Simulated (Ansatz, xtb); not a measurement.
## InH2O (SMILES [OH][InH]): the vertical energy of the quartet above the doublet, rung by rung

InH2O has 4 atoms, charge 0, and is taken as a doublet. As SMILES, `[OH][InH]`. The shape is that of a PBE0-D4/def2-TZVP optimisation.

Each level gives the vertical energy of the quartet above the doublet (eV). The values are calculated.

| level | kind | program | value (eV) | less FCI/STO-3G | CPU time (all runs) |
| --- | --- | --- | --- | --- | --- |
| GFN0-xTB | semi-empirical | xtb | 6.83 | +2.46 | under 2 s |
| UHF/STO-3G | Hartree–Fock | Ansatz | 3.37 | -1.00 | 1.5 s |
| USVWN5/STO-3G | LDA | Ansatz | 4.24 | -0.13 | 4.7 s |
| UPBE/STO-3G | GGA | Ansatz | 4.17 | -0.20 | 8.4 s |
| U-r2SCAN/STO-3G | meta-GGA | Ansatz | 4.23 | -0.14 | 26 s |
| U-r2SCAN0/STO-3G | hybrid meta-GGA | Ansatz | 4.44 | +0.07 | 28 s |
| UCAM-B3LYP/STO-3G | range-separated hybrid | Ansatz | 4.56 | +0.19 | 12 s |
| UHSE06/STO-3G | range-separated hybrid | Ansatz | 4.46 | +0.09 | 8.4 s |
| UCCSD(T)/STO-3G | coupled cluster or CI | Ansatz | 4.35 | -0.02 | 2 s |
| FCI/STO-3G | exact in the basis | Ansatz | 4.37 | 0.00 | 56 s |

FCI/STO-3G is exact within its basis and frozen core, so for wave-function methods in that basis the difference is their error; functionals converge differently with the basis, so for them it is only a difference. All-electron rows without a relativistic Hamiltonian named are non-relativistic. Spin-orbit coupling, which can split open shells on such heavy atoms by tenths of an eV, is left out. The values span 3.37 to 6.83 eV. GFN0-xTB: no spin polarisation, so open shells miss the exchange term that lowers them. All rows use very small basis sets, so none should be taken for the real molecule's value. In the correlated wave-function rows the outer d shell of In is correlated, in sets not made for it. In so small a basis fixed costs decide the times, and correlated methods can beat functionals. Times are those of the runs behind each value, whatever else they computed, on shared processors of several kinds: orders of magnitude only.
